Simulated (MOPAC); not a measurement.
MOPAC input (PM7):

```
PM7 1SCF GEO-OK AUX(PRECISION=9) THREADS=1
CdSe

Cd   -0.00000000 1   -0.00000000 1   -0.99187572 1
Se    0.00000000 1    0.00000000 1    1.40029513 1
```

From the last part of the output:

```
                                                       MOPAC v23.2.5 Linux

          FINAL HEAT OF FORMATION =         52.14031 KCAL/MOL =     218.15505 KJ/MOL

          COSMO AREA              =         82.64 SQUARE ANGSTROMS
          COSMO VOLUME            =         65.43 CUBIC ANGSTROMS

          IONIZATION POTENTIAL    =          8.044402 EV
          HOMO LUMO ENERGIES (EV) =         -8.044 -2.414
          NO. OF FILLED LEVELS    =          4
          MOLECULAR WEIGHT        =        191.3700         POINT GROUP:  C*v

          MOLECULAR DIMENSIONS (Angstroms)

            Atom       Atom       Distance
           Se     2   Cd     1     2.39217
           Se     2   Cd     1     0.00000
           Cd     1   Se     2     0.00000

          SCF CALCULATIONS        =          1

   ATOM   CHEMICAL          X               Y               Z
  NUMBER   SYMBOL      (ANGSTROMS)     (ANGSTROMS)     (ANGSTROMS)

     1      Cd         -0.00000000  *  -0.00000000  *  -0.99187572  *
     2      Se          0.00000000  *   0.00000000  *   1.40029513  *

                             CARTESIAN COORDINATES

   1   Cd       -0.000000000    -0.000000000    -0.991875720
   2   Se        0.000000000     0.000000000     1.400295130

           Empirical Formula: Cd Se  =     2 atoms

      MOLECULAR POINT GROUP   :   C*v

                  EIGENVALUES
 -21.95894 -11.89133  -8.04440  -8.04440  -2.41421   2.52879   2.52879   4.75470

              NET ATOMIC CHARGES AND DIPOLE CONTRIBUTIONS

  ATOM NO.   TYPE          CHARGE      No. of ELECS.   s-Pop       p-Pop
    1         Cd           0.393078        1.6069     1.08698     0.51994
    2         Se          -0.393078        6.3931     1.94268     4.45040
 DIPOLE           X         Y         Z       TOTAL
 POINT-CHG.     0.000     0.000    -4.516     4.516
 HYBRID         0.000     0.000    -1.401     1.401
 SUM            0.000     0.000    -5.918     5.918

          ATOMIC ORBITAL ELECTRON POPULATIONS

     Atom    s        px        py        pz
    1 Cd   1.08698   0.16876   0.16876   0.18242
    2 Se   1.94268   1.83124   1.83124   0.78792

 **********************
 *                    *
 * JOB ENDED NORMALLY *
 *                    *
 **********************

 == MOPAC DONE ==
```
